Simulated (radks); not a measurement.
Species: Os V. Configuration: [Kr] 4d10 4f14 5s2 5p5.75 5d4.25 (fractional occupations, a model configuration).

Calculated with a radial shooting solver on a logarithmic mesh with Libxc functionals: scalar-relativistic Kohn-Sham, XLYP, spin-polarised, spherical densities, point nucleus; open shells are filled with parallel spins first (spin-orbit coupling, left out, can overturn this in heavy ions).

Energy parts (Ry):
total: -34503.9085
kinetic: 38255.2652
electron-nucleus: -85273.9895
Hartree: 13192.4123
exchange-correlation: -677.5965

Orbitals (lengths in bohr, moments of r in powers of bohr; <r^-3> diverges for s and p1/2):
[
 {"orbital": "1s up", "occ.": "1", "eigenvalue (Ry)": "-5434.496", "<r^-3>": "-"},
 {"orbital": "1s down", "occ.": "1", "eigenvalue (Ry)": "-5434.494", "<r^-3>": "-"},
 {"orbital": "2s up", "occ.": "1", "eigenvalue (Ry)": "-949.3147", "<r^-3>": "-"},
 {"orbital": "2s down", "occ.": "1", "eigenvalue (Ry)": "-949.2914", "<r^-3>": "-"},
 {"orbital": "2p up", "occ.": "3", "eigenvalue (Ry)": "-826.9736", "<r^-3>": "21910"},
 {"orbital": "2p down", "occ.": "3", "eigenvalue (Ry)": "-826.9539", "<r^-3>": "21910"},
 {"orbital": "3s up", "occ.": "1", "eigenvalue (Ry)": "-223.5300", "<r^-3>": "-"},
 {"orbital": "3s down", "occ.": "1", "eigenvalue (Ry)": "-223.5213", "<r^-3>": "-"},
 {"orbital": "3p up", "occ.": "3", "eigenvalue (Ry)": "-187.6186", "<r^-3>": "4938"},
 {"orbital": "3p down", "occ.": "3", "eigenvalue (Ry)": "-187.6087", "<r^-3>": "4937"},
 {"orbital": "3d up", "occ.": "5", "eigenvalue (Ry)": "-147.5330", "<r^-3>": "626.1"},
 {"orbital": "3d down", "occ.": "5", "eigenvalue (Ry)": "-147.5161", "<r^-3>": "626.1"},
 {"orbital": "4s up", "occ.": "1", "eigenvalue (Ry)": "-49.86420", "<r^-3>": "-"},
 {"orbital": "4s down", "occ.": "1", "eigenvalue (Ry)": "-49.84002", "<r^-3>": "-"},
 {"orbital": "4p up", "occ.": "3", "eigenvalue (Ry)": "-38.08710", "<r^-3>": "1164"},
 {"orbital": "4p down", "occ.": "3", "eigenvalue (Ry)": "-38.06422", "<r^-3>": "1163"},
 {"orbital": "4d up", "occ.": "5", "eigenvalue (Ry)": "-23.47818", "<r^-3>": "127.3"},
 {"orbital": "4d down", "occ.": "5", "eigenvalue (Ry)": "-23.45133", "<r^-3>": "127.4"},
 {"orbital": "4f up", "occ.": "7", "eigenvalue (Ry)": "-7.24750", "<r^-3>": "22.93"},
 {"orbital": "4f down", "occ.": "7", "eigenvalue (Ry)": "-7.20269", "<r^-3>": "23.09"},
 {"orbital": "5s up", "occ.": "1", "eigenvalue (Ry)": "-10.17511", "<r^-3>": "-"},
 {"orbital": "5s down", "occ.": "1", "eigenvalue (Ry)": "-9.98901", "<r^-3>": "-"},
 {"orbital": "5p up", "occ.": "3", "eigenvalue (Ry)": "-7.14781", "<r^-3>": "185.6"},
 {"orbital": "5p down", "occ.": "2.75", "eigenvalue (Ry)": "-6.92275", "<r^-3>": "189.8"},
 {"orbital": "5d up", "occ.": "4.25", "eigenvalue (Ry)": "-3.65186", "<r^-3>": "12.58"},
 {"orbital": "5d down", "occ.": "0", "eigenvalue (Ry)": "-3.42069", "<r^-3>": "12.31"}
]

The highest occupied level is 5d up at -49.686 eV. Summed over all electrons, <r^2> = 32.82 bohr^2, which gives a Langevin (diamagnetic) susceptibility term of -26 x 10^-6 cm^3/mol. The density falls to 0.001 e/bohr^3 at r = 3.18 bohr. Spin moment in Bohr magnetons: 4.5.
